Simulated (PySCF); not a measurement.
First SCF of a structure search on quintet PdSCl₂, at a hand-made trigonal pyramidal geometry. PySCF input:

```python
from pyscf import gto, scf, dft
mol = gto.M(atom='''
Pd     0.000000     0.000000     0.000000
S     -0.931500    -1.613400     0.990600
Cl     1.933700     0.000000     1.028100
Cl    -0.966800     1.674600     1.028100''',
    basis={'Pd': 'def2-SVP', 'S': 'def2-SVP', 'Cl': 'def2-SVP'},
    ecp={'Pd': 'def2-SVP'},
    charge=0, spin=4)
mf = dft.UKS(mol, xc='PBE')
mf.grids.atom_grid = (50, 194)
aux = {'Pd': 'def2-universal-JKFIT', 'S': 'def2-universal-JKFIT', 'Cl': 'def2-universal-JKFIT'}
mf = mf.density_fit(auxbasis=aux)
mf.conv_tol = 1e-08
mf.diis_space = 10
mf.max_cycle = 60
mf.init_guess = 'minao'
mf.verbose = 4
mf.kernel()
```

Excerpt of the output (cycles alone):

```
init E= -1434.96156835573
cycle= 1 E= -1443.84057554425  delta_E= -8.88  |g|= 1.57  |ddm|= 3.06
cycle= 2 E= -1424.91906869966  delta_E= 18.9  |g|= 4.49  |ddm|= 9.26
cycle= 3 E= -1445.48996680026  delta_E= -20.6  |g|= 0.117  |ddm|=  8.8
cycle= 4 E= -1445.31672704208  delta_E= 0.173  |g|= 0.565  |ddm|= 0.847
cycle= 5 E= -1445.45803305913  delta_E= -0.141  |g|= 0.292  |ddm|= 0.543
cycle= 6 E= -1445.4457715415  delta_E= 0.0123  |g|= 0.305  |ddm|= 0.348
cycle= 7 E= -1445.48742412742  delta_E= -0.0417  |g|= 0.163  |ddm|= 0.25
cycle= 8 E= -1445.50102700615  delta_E= -0.0136  |g|= 0.0317  |ddm|= 0.148
cycle= 9 E= -1445.50152269367  delta_E= -0.000496  |g|= 0.01  |ddm|= 0.0328
cycle= 10 E= -1445.50154613471  delta_E= -2.34e-05  |g|= 0.00633  |ddm|= 0.0238
cycle= 11 E= -1445.50157787218  delta_E= -3.17e-05  |g|= 0.0011  |ddm|= 0.0142
cycle= 12 E= -1445.50157874792  delta_E= -8.76e-07  |g|= 9.4e-05  |ddm|= 0.0019
cycle= 13 E= -1445.50157875171  delta_E= -3.79e-09  |g|= 5.66e-05  |ddm|= 0.000157
Extra cycle  E= -1445.50157870181  delta_E= 4.99e-08  |g|= 0.000316  |ddm|= 0.000409
converged SCF energy = -1445.50157870181  <S^2> = 6.003617  2S+1 = 5.0014466
```

No lower solution of this spin was found from smeared starts or by a stability analysis within the unrestricted form.

With open d or f shells other occupations or spin states may lie lower.

The search for the lowest solution, 3 starts and the stability check together, took 16 s on 2 threads of a shared Arm Neoverse V2 host, with 85 basis functions; the process peaked at 0.41 GiB. Launch command: `OMP_NUM_THREADS=2 python axn.py task.json out`.
